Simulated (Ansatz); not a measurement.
System: MgH, charge 0, multiplicity 2. SMILES: [MgH]
Geometry: optimised at B3LYP-D3(BJ)/def2-TZVP (Ansatz, an electronic-structure program).

Computed values are from Ansatz. Correlated levels leave the core frozen unless marked. Open shells are spin-unrestricted. Spin-orbit coupling is left out. No relativistic terms. CBS marks a two-point X^-3 extrapolation of the correlation energy; Hartree-Fock from the larger set.

```json
{
  "atomisation energy De": "137.4 kJ/mol at CCSD(T)/CBS(def2-TZVPPD,def2-QZVPPD)",
  "total_energy": "-200.2012 Eh at CCSD(T)/CBS(def2-TZVPPD,def2-QZVPPD)",
  "dipole_moment": "1.30 D at CCSD(T)/def2-SVPD",
  "T1 diagnostic": "0.018 at CCSD/def2-QZVPPD"
}
```
